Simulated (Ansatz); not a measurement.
The cluster RuO2⁻ (the lowest doublet isomer of a short search). The state is a doublet with charge -1. Geometry PBE0-D4/def2-TZVPD, basis def2-TZVPD, Ansatz.

| atom | x (Å) | y (Å) | z (Å) |
| --- | --- | --- | --- |
| Ru1 | 0.1779 | -0.0791 | 0.1757 |
| O2 | 1.0645 | 0.9295 | -0.8550 |
| O3 | -1.2424 | -0.8504 | 0.6793 |

| run | HOMO (eV) | LUMO (eV) |
| --- | --- | --- |
| A | -0.17 | 1.92 |
| B | -2.51 | 3.79 |
| C | -0.35 | 2.34 |
| D | -2.47 | 4.16 |
| E | -1.36 | 3.03 |
| F | 0.68 | 1.60 |

In the def2 sets Ru takes a core potential; there is no spin–orbit coupling. B3LYP takes the VWN-RPA correlation. The structure comes from a short search, and lower isomers may exist.

HOMO and LUMO are taken over both spins.

Question: The runs used B3LYP, BHLYP, PBE0, r2SCAN, ωB97M-V, ωB97X-V. Estimate which is which.

Answer: A B3LYP (20 % exact exchange); B ωB97M-V (range-separated); C PBE0 (25 % exact exchange); D ωB97X-V (range-separated); E BHLYP (50 % exact exchange); F r2SCAN (0 % exact exchange). Exact exchange lowers occupied and raises empty levels; among semilocal functionals meta-GGAs tend to open the gap a little, and such runs are hard to tell apart. The gap grows from 0.92 eV (r2SCAN) to 6.63 eV (ωB97X-V). At r2SCAN-D4/def2-TZVPD the highest occupied level of the charge -1 doublet lies above zero (up to 0.68 eV). By energy differences its removal costs 2.40 eV (vertical, to the charge 0 triplet, at r2SCAN-D4/def2-TZVPD); a positive level beside a positive removal energy at the same level points to self-interaction error.
